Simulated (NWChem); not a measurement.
Species: AlNH3Cl; SMILES [NH2][AlH][Cl]

```xyz
6

Al    -0.5691     0.5128     0.0000
H     -2.1290     0.7882     0.0000
Cl     0.1939    -1.4659     0.0000
N      0.6069     1.8427     0.0000
H      1.6234     1.7316     0.0000
H      0.3597     2.8350     0.0000
```
Atoms are numbered in this order, from 1.

The geometry was optimised at PBE-D3(BJ)/def2-SVP.

Symmetry labels are those of Cs in the frame above (b1 and b2, or b-type labels, depend on it).

List the 4 lowest vertical singlet excitations from BHandHLYP/aug-cc-pVDZ, full TDDFT (NWChem).


```csv
state,energy (eV),oscillator strength,symmetry,leading excitation (squared amplitude)
S1,6.30,0.058,a",HOMO → LUMO (0.91)
S2,6.77,0.083,a',HOMO → LUMO+1 (0.89)
S3,7.27,0.006,a",HOMO → LUMO+2 (0.63)
S4,7.32,0.016,a",HOMO−1 → LUMO+1 (0.79)
```
